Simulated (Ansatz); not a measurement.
The cluster Al₂B₅. Charge 0, multiplicity 2. Geometry PBE0-D4/def2-SVP; atoms count from 1.

```xyz
7

B    -0.7698    1.0581   -0.3269
B     1.0784   -0.3492    0.7299
B    -0.0301   -1.3361    0.1737
B    -1.0465   -0.4791   -0.7018
B     0.7726    1.0975    0.1288
Al    0.9198   -0.1683   -1.6517
Al   -0.9244    0.1771    1.6480
```

Another isomer (doublet) lies 0.50 eV lower at PBE0-D4/def2-TZVP; other spin states weren't run for this one.

(1) Estimate the Mulliken populations from the PBE0/def2-TZVP orbitals of Ansatz.

(2) Where does the spin sit?

(3) And the Mayer bond orders between bonded heavy atoms (over 0.3)?

## Answers

(1) 
```csv
atom,charge (e),spin (α − β)
B1,0.00,0.02
B2,0.01,0.02
B3,0.00,0.02
B4,0.01,0.02
B5,0.00,0.02
Al6,-0.01,0.46
Al7,-0.01,0.46
```
Mulliken values and Mayer orders depend strongly on the basis.

(2) Summed by element: B 0.09, Al 0.91, of 1 unpaired in all. Largest on single atoms: Al7 0.46, Al6 0.46, B1 0.02.

(3) B1–B4 1.10 (1.61 Å); B1–B5 1.10 (1.61 Å); B1–Al7 0.59 (2.17 Å); B2–B3 1.15 (1.58 Å); B2–B5 1.13 (1.60 Å); B2–Al6 0.32 (2.39 Å); B2–Al7 0.46 (2.27 Å); B3–B4 1.14 (1.59 Å); B3–Al6 0.35 (2.37 Å); B3–Al7 0.42 (2.29 Å); B4–Al6 0.54 (2.21 Å); B5–Al6 0.56 (2.19 Å). Values over 0.3 also appear between atoms too far apart for a bond (Al6–Al7 0.44 at 3.80 Å); they arise where an orbital or an unpaired electron spreads over both atoms.
